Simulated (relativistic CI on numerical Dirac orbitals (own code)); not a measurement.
# Excitation temperature from two lines of Mo I

Problem. In an optically thin plasma whose excited levels follow a Boltzmann distribution, the energy emitted in Mo I 5506.49 Å and 4188.32 Å has the ratio 2.31 (an assumed reading, corrected for the detector). Tabulated data (NIST Handbook of Basic Atomic Spectroscopic Data): upper levels 28923.7 and 40653.7 cm⁻¹, g = 7 and 13, A = 3.61 × 10^7 and 3.32 × 10^7 s⁻¹. Calculate the temperature, its uncertainty for 15 % in the ratio of intensities and A values together, and the strength of these other lines with tabulated A (λ in Å, g, A, upper level): 3447.12, 11, 8.75 × 10^7, 41347.7; 5533.03, 5, 3.72 × 10^7, 28836.6; 5570.44, 3, 3.30 × 10^7, 28715.2; 4069.88, 11, 3.25 × 10^7, 41347.7.

Working.
1. The emitted power of a line is proportional to (gA/λ) exp(−E/kT), so I₁/I₂ = (g₁A₁λ₂/g₂A₂λ₁) exp[(E₂ − E₁)/kT].
2. The prefactor is 0.4453 and E₂ − E₁ = 11730.0 cm⁻¹ = 1.454 eV.
3. kT = (E₂ − E₁)/ln(2.31/0.4453) = 11730.0/1.6462 = 7126 cm⁻¹ = 0.883 eV, or T = 10250 K.
4. δT/T = (kT/ΔE) × 15 % = 9.1 %; lines whose upper levels lie far apart give the better thermometer.
5. Other lines relative to the first: 3447.12 Å: 1.1, 5533.03 Å: 0.74, 5570.44 Å: 0.4, 4069.88 Å: 0.33.

Remark. Dense plasmas such as arcs and laser-ablation plumes come near a Boltzmann distribution among excited levels, though their strong lines may be self-absorbed. Low-pressure etch and deposition plasmas, at 10¹⁰ to 10¹³ electrons per cm³, do not: there the number found is an excitation temperature of these levels and not the electron temperature.
